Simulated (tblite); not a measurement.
C5H8NO2 (charge -1).
SMILES with atom numbers: `[CH2:1]=[C:2]([O-:3])[C:4](=[O:5])[N:6]([CH3:7])[CH3:8]` (hydrogens: H9, H10 on C1; H11, H12, H13 on C7; H14, H15, H16 on C8)
Bond orders are those of one Lewis drawing.

Computed with GFN2-xTB (tblite), gas phase: Langevin dynamics at 300 K from the optimised GFN2-xTB geometry, time step 0.5 fs, friction 0.01 fs⁻¹, 2000 steps.

Start geometry:
```
atom  x, y, z in Å
C1      1.563   -0.040   -2.347
C2      1.375    0.239   -1.030
O3      1.965    1.151   -0.352
C4      0.326   -0.646   -0.384
O5      0.129   -1.810   -0.739
N6     -0.455   -0.126    0.617
C7     -1.508   -0.927    1.188
C8     -0.365    1.220    1.110
H9      2.257    0.530   -2.946
H10     1.030   -0.843   -2.827
H11    -2.487   -0.464    1.015
H12    -1.476   -1.905    0.708
H13    -1.365   -1.044    2.270
H14    -0.327    1.216    2.205
H15     0.565    1.643    0.707
H16    -1.234    1.814    0.794
```

The statistics below take the 31 frames saved every 25 fs from 250 to 1000 fs; their kinetic temperature (all 3N coordinates) averages 293 K.

**Question.** How do the bond lengths spread?

**Answer.** 
```tsv
bond	start (Å)	mean (Å)	standard deviation (Å)	shortest (Å)	longest (Å)
C1=C2	1.359	1.360	0.020	1.325	1.406
C2–O3	1.279	1.281	0.023	1.232	1.327
C2–C4	1.518	1.532	0.032	1.469	1.590
C4=O5	1.233	1.234	0.018	1.177	1.272
C4–N6	1.372	1.360	0.030	1.308	1.414
N6–C7	1.441	1.447	0.029	1.397	1.529
N6–C8	1.437	1.465	0.034	1.399	1.537
C1–H9	1.079	1.083	0.031	1.017	1.140
C1–H10	1.076	1.077	0.022	1.043	1.128
C7–H11	1.097	1.102	0.029	1.053	1.156
C7–H12	1.090	1.092	0.026	1.040	1.153
C7–H13	1.097	1.097	0.022	1.052	1.149
C8–H14	1.096	1.101	0.020	1.065	1.147
C8–H15	1.098	1.103	0.028	1.053	1.155
C8–H16	1.099	1.096	0.042	1.033	1.205
```

**Question.** How far does each atom move about its mean position (frames aligned on the start, all atoms weighted alike), and what rms force does it feel?

**Answer.** 
```json
{"atom": "C1", "rms displacement (Å)": "0.19", "rms force (eV/Å)": "1.66"}
{"atom": "C2", "rms displacement (Å)": "0.14", "rms force (eV/Å)": "1.90"}
{"atom": "O3", "rms displacement (Å)": "0.29", "rms force (eV/Å)": "1.23"}
{"atom": "C4", "rms displacement (Å)": "0.23", "rms force (eV/Å)": "2.04"}
{"atom": "O5", "rms displacement (Å)": "0.42", "rms force (eV/Å)": "1.48"}
{"atom": "N6", "rms displacement (Å)": "0.14", "rms force (eV/Å)": "2.45"}
{"atom": "C7", "rms displacement (Å)": "0.10", "rms force (eV/Å)": "1.98"}
{"atom": "C8", "rms displacement (Å)": "0.11", "rms force (eV/Å)": "1.92"}
{"atom": "H9", "rms displacement (Å)": "0.34", "rms force (eV/Å)": "1.07"}
{"atom": "H10", "rms displacement (Å)": "0.33", "rms force (eV/Å)": "0.80"}
{"atom": "H11", "rms displacement (Å)": "0.35", "rms force (eV/Å)": "0.87"}
{"atom": "H12", "rms displacement (Å)": "0.31", "rms force (eV/Å)": "0.88"}
{"atom": "H13", "rms displacement (Å)": "0.33", "rms force (eV/Å)": "0.78"}
{"atom": "H14", "rms displacement (Å)": "0.25", "rms force (eV/Å)": "0.81"}
{"atom": "H15", "rms displacement (Å)": "0.25", "rms force (eV/Å)": "0.92"}
{"atom": "H16", "rms displacement (Å)": "0.29", "rms force (eV/Å)": "1.23"}
```

The displacements run from 0.10 to 0.42 Å, the largest at O5.

**Question.** Follow the torsions C1–C2–C4–O5 and C2–C4–N6–C7 through every second one of these frames.

**Answer.** 
| t (fs) | C1–C2–C4–O5 (°) | C2–C4–N6–C7 (°) |
| --- | --- | --- |
| 250 | 57 | 175 |
| 300 | 56 | 179 |
| 350 | 57 | 170 |
| 400 | 47 | 164 |
| 450 | 40 | 161 |
| 500 | 30 | 180 |
| 550 | 27 | -165 |
| 600 | 19 | -149 |
| 650 | 10 | -168 |
| 700 | 6 | 179 |
| 750 | 20 | -174 |
| 800 | 30 | 179 |
| 850 | 28 | 162 |
| 900 | 22 | 171 |
| 950 | 26 | -176 |
| 1000 | 22 | 176 |

Largest departure from the start value over all these frames: C1–C2–C4–O5 40° (start 32°), C2–C4–N6–C7 34° (start 176°).

**Question.** How widely does the potential energy scatter, against a harmonic estimate?

**Answer.** Mean 0.54 eV above the start, standard deviation 0.129 eV, range 0.36 to 0.86 eV. For 42 classical harmonic modes at 300 K the canonical values are 42kT/2 = 0.54 eV and kT·√(42/2) = 0.118 eV.

The run is classical and short, so these are rough statistics of one trajectory.

What follows is the cost of the whole dynamics run. The run took 10 s wall on one thread, Intel Xeon 6975P-C (x86_64), shared host, and the process peaked at 0.18 GiB of memory.
